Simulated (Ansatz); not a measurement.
A search over several starts for the lowest SCF solution of the cluster Cd7⁺ at the given spin, in a small basis.

```yaml
crystal:
  periodic: [false, false, false]
  atoms:
    - {symbol: Cd, position_ang: [-2.871639, -0.924150, -2.585234]}
    - {symbol: Cd, position_ang: [0.134893, 1.170840, 0.172335]}
    - {symbol: Cd, position_ang: [-2.050501, 2.055955, -1.845043]}
    - {symbol: Cd, position_ang: [3.193640, 0.756499, 0.398426]}
    - {symbol: Cd, position_ang: [1.623788, -1.783169, 1.371335]}
    - {symbol: Cd, position_ang: [-0.659524, -1.867036, -0.684105]}
    - {symbol: Cd, position_ang: [0.629343, 0.591051, 3.172285]}
basis:
  gaussian: {orbitals: def2-SVP, initial_orbitals: start.molden}
total_charge: 1
magnetization: {spin_polarized: true, initial_magnetization: 1}
hamiltonian: {xc: pbe0}
output: {orbitals: {seedname: orbitals}}
```

The file start.molden holds the orbitals of an earlier run on this structure, at another level or in another basis.

```sh
$ ansatz run in.yaml --threads 4 --pin off --events-out ev --progress --plain --max-ram 4787MiB
```

Shortened log:

```
Functional definition: PBE0
2296 factors; integrals over basis functions are off by at most 6.5e-4 eV
mean field evaluation 1: about -31944.4030 eV, gradient 6.5e0 eV
mean field evaluation 2: about -31944.6337 eV, gradient 2.6e-1 eV
mean field evaluation 4: about -31944.9934 eV, gradient 1.4e-2 eV
mean field evaluation 8: about -31944.9934 eV, gradient 9.3e-6 eV
mean field evaluation 16: about -31944.9912 eV, gradient 5.2e-1 eV
mean field evaluation 32: about -31944.9934 eV, gradient 4.6e-5 eV
mean field -31944.99343528 eV, -1173.9568556524 hartree, gradient 9.6e-6 eV, S^2 0.763656; 1 other end points of the search recorded, 0 dependent functions left out
reference -31944.99347578 eV, -1173.9568571406 hartree; 70, 69 occupied and 147, 148 virtual orbitals, 2296 factors
Total energy: -31944.99347578 eV, -1173.9568571406 hartree
```

Hardware: 4 threads of Arm Neoverse V2 on a shared host. Wall time 30 s, peak host memory 1.3 GiB.

In the def2 sets Cd takes a core potential; there is no spin–orbit coupling. The structure comes from a short search, and lower isomers may exist.
